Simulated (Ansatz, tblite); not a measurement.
Cost and result up the ladder for [Cu(NH2)2]- (CuN₂H₄⁻) (7 atoms). The state is a singlet with charge -1. Geometry: r2SCAN-D4/def2-TZVPD.

```tsv
atom	x (Å)	y (Å)	z (Å)
Cu1	0.058	0.109	0.008
N2	1.288	-0.540	1.242
H3	1.262	-1.560	1.286
H4	1.052	-0.245	2.192
N5	-1.090	0.912	-1.214
H6	-1.916	0.333	-1.379
H7	-0.655	0.991	-2.136
```

Ansatz on 4 threads of Intel Xeon Platinum 8488C on a shared host; xTB runs through tblite on one thread. Times are rough, summed over both states, and most runs start from the orbitals of an earlier one. PBE0-D4/def2-TZVPD serves as the yardstick here, not as an exact answer. The other state is a triplet.

The xTB rows come from tblite. HOMO above LUMO, or a gap near zero within one spin, warns that the state may not be the lowest or that an electron is smeared out.

xTB has no spin-polarisation term.

```csv
level,functions,wall time,vertical triplet (eV),difference from PBE0-D4/def2-TZVPD (eV),remarks
GFN1-xTB,25,0.006 s,5.85,2.87,–
GFN2-xTB,21,0.006 s,4.50,1.52,–
PBE-D4/def2-TZVPD,158,2.6 s,2.87,-0.11,"HOMO above zero (singlet), HOMO above zero (triplet), gap within one spin near zero (triplet)"
PBE0-D4/def2-TZVPD,158,7.1 s,2.98,0.00,HOMO above zero (triplet)
r2SCAN-D4/def2-TZVPD (with forces),158,9 s,2.91,-0.07,"HOMO above zero (singlet), HOMO above zero (triplet)"
```
